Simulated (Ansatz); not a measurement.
Geometry optimisation, RKS B3LYP/def2-SVP (Ansatz 0.2.0).

Input file:

```yaml
crystal:
  periodic: [false, false, false]
  atoms:
    - { symbol: Sn, position_ang: [-0.013407, 0.007569, 0.198726] }
    - { symbol: H, position_ang: [0.403065, 0.018468, 1.865416] }
    - { symbol: Cl, position_ang: [2.374846, -0.138627, 0.157468] }
    - { symbol: H, position_ang: [-0.533944, 1.48718, -0.505569] }
    - { symbol: C, position_ang: [-0.934929, -1.744943, -0.667529] }
    - { symbol: H, position_ang: [-1.444585, -2.316966, 0.12474] }
    - { symbol: H, position_ang: [-1.664598, -1.450786, -1.43687] }
    - { symbol: H, position_ang: [-0.148848, -2.367395, -1.122884] }
basis:
  gaussian: { orbitals: def2-SVP }
hamiltonian:
  xc: b3lyp
relax:
  f_tol: 0.03
  max_steps: 50
```

Run as:

```bash
$ ansatz run input.yaml --threads 2 --pin off --max-ram 3072MiB --backend cpu --events-out ev --progress --plain --runs-dir out
```

**Question.** Where does it end, and by what steps?

**Answer.** The run converged. After 5 steps the energy has fallen by 0.469 eV; H2 moved furthest, 0.46 Å.

| step | energy less start (eV) | largest force component (eV/Å) | accepted |
| --- | --- | --- | --- |
| 0 | 0.0000 | 1.149 | yes |
| 1 | -0.3171 | 0.568 | yes |
| 2 | -0.4459 | 0.411 | yes |
| 3 | -0.4641 | 0.169 | yes |
| 4 | -0.4686 | 0.056 | yes |
| 5 | -0.4693 | 0.008 | yes |

```xyz
8
Properties=species:S:1:pos:R:3
Sn 0.077 -0.008 0.264
H -0.040 0.026 1.979
Cl 2.407 -0.198 -0.220
H -0.421 1.483 -0.432
C -0.880 -1.733 -0.630
H -1.406 -2.311 0.143
H -1.594 -1.405 -1.398
H -0.105 -2.359 -1.093
```

Whether the end is a true minimum wasn't checked by a vibrational analysis.

Time of the run: 24 s on 2 threads of Arm Neoverse N1 (shared host), peak memory 0.17 GiB.
